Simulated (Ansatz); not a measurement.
Reaction (redistribution): `[BH2][SnH]([Cl])[O]C` + `[OH][AlH][CH2]O[SiH3]` → `C[O][SnH]([Cl])[O][SiH3]` + `B[CH2][AlH][OH]`

Program: Ansatz. Geometries: PBE0-D4/def2-TZVP. ΔE: electronic, gas phase. CCSD(T)/CBS adds triple-zeta CCSD(T) − MP2 to the extrapolated MP2 energy (def2 sets, frozen cores). Elements past krypton have def2 core potentials. For Sn outer-core shells are correlated without core-valence functions, which leaves a few kJ/mol of doubt a bond. Each species was taken in one conformer, which may not be the lowest.

```tsv
species	CCSD(T)/CBS(def2) energy (Eh)
`[BH2][SnH]([Cl])[O]C`	-815.44222
`[OH][AlH][CH2]O[SiH3]`	-723.77346
`C[O][SnH]([Cl])[O][SiH3]`	-1155.59972
`B[CH2][AlH][OH]`	-383.69719
```

(1) Work out ΔE.

Largest T1 diagnostic among the species: 0.013.

Results:

(1) ΔE = (-1155.59972) + (-383.69719) − (-815.44222) − (-723.77346) = -0.08123 Eh = -213.3 kJ/mol.

From PBE to PBE0 (25 % exact exchange), in def2-TZVPP and without D4, ΔE moves by −3.6 kJ/mol.
